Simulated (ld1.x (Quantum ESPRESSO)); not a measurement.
niobium (Nb): excitation energies, all-electron against TM semilocal

niobium (Nb), norm-conserving Troullier–Martins (semilocal form), made with ld1.x (Quantum ESPRESSO) 7.5 (PBE, scalar-relativistic). Core [Kr], reference 4d4 5s1 5p0. Waves: 5s (bound): rc 3.20 bohr; 4d (bound): rc 1.90 bohr; 5p (bound, empty): rc 3.15 bohr. Local part: the p channel. Core correction: none.

Energies are relative to the spin-unpolarised reference configuration 4d4 5s1 5p0; without spin polarisation the order of configurations can differ from experiment.

```tsv
valence configuration	charge	ΔE all-electron (eV)	error AE − PS (meV)
4d4 5s0 5p0	+1	6.637	+23
4d3 5s1 5p1	0	2.791	-29
4d4.5 5s0.5 5p0	0	0.558	-5.6
4d1 5s0 5p0	+4	82.308	+299
4d4 5s0.5 5p0	+0.5	2.638	+2.7
```

(1) What are ΔE and the potential's error for 4d2 5s0 5p0?

(2) What are ΔE and the potential's error for 4d3 5s0 5p0?

Results:

(1) ΔE = 45.402 eV all-electron; the error (AE − PS) is +138 meV.

(2) ΔE = 20.677 eV all-electron; the error (AE − PS) is +93 meV.
